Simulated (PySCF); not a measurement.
Peak assignment

Atom-mapped SMILES (the numbers label the heavy atoms): `[CH3:1][SiH2:2][CH2:3]/[C:4]([Cl:5])=[CH:6]/[CH2:7][C:8]#[N:9]`. Hydrogens are named by the atom that carries them.

How the numbers were obtained: PBE0/pcSseg-1 with gauge-including orbitals, coordinates at the GFN2-xTB level, in PySCF 2.14.0 with density-fitted response routines (no relativistic terms, fast rotation and ring inversion assumed for equivalent nuclei, gas phase, one conformer).

Chemical shifts δ = σref − σ; 13C (σref 186.93), 1H (σref 31.72) against TMS, all at this level.

**Question.** Assign these signals to the numbered atoms. 13C{1H} NMR (computed): δ 152.2, 121.0, 118.6, 31.1, 18.8, -6.6.

**Answer.** 
```tsv
δ (ppm)	atoms	environment	reason
152.2	C4	fully substituted alkene carbon	the olefinic region
121.0	C8	nitrile carbon	this is the usual window of a C≡N carbon, which has no attached hydrogen
118.6	C6	alkene CH	an sp2 carbon of a C=C bond
31.1	C3	allylic sp3 CH2 bonded to Si	–
18.8	C7	allylic sp3 CH2	aliphatic region, no heteroatom directly attached
-6.6	C1	methyl carbon bonded to Si	an electropositive neighbour leaves it electron-rich and shielded
```

**Question.** Assign these signals to the numbered atoms. 1H NMR (600 MHz, computed): δ 5.55 (t, 1H), 4.33 (m, 2H), 3.16 (d, 2H), 2.10 (t, 2H), 0.19 (t, 3H).

**Answer.** 
5.55 → H(C6), hydrogen on an alkene CH: attached to an sp2 carbon and in the plane of the double bond
4.33 → H(Si2), hydrogen on a silicon bonded to 2 C
3.16 → H(C7), hydrogen on an allylic sp3 CH2: allylic position
2.10 → H(C3), hydrogen on an allylic sp3 CH2 bonded to Si: allylic position
0.19 → H(C1), hydrogen on a methyl carbon bonded to Si: an electropositive neighbour shields it, as in TMS itself

Carbons that carry Cl, above all several Cl atoms, come out too deshielded, partly because spin–orbit coupling is missing. Shifts are as computed. Against solution values, carbons near 30 ppm lie about +3 ppm off and those near 130 ppm about +5 ppm; carbons on Cl a further +6 ppm. Of 1211 compounds with measured shifts, 218 miss one by over three times the rms of a fit or turn the order of signals round; such compounds aren't used in these exercises. Multiplicities follow the n + 1 count of equivalent neighbours, as no J values were calculated; m marks all less simple cases, F and P coupling included.
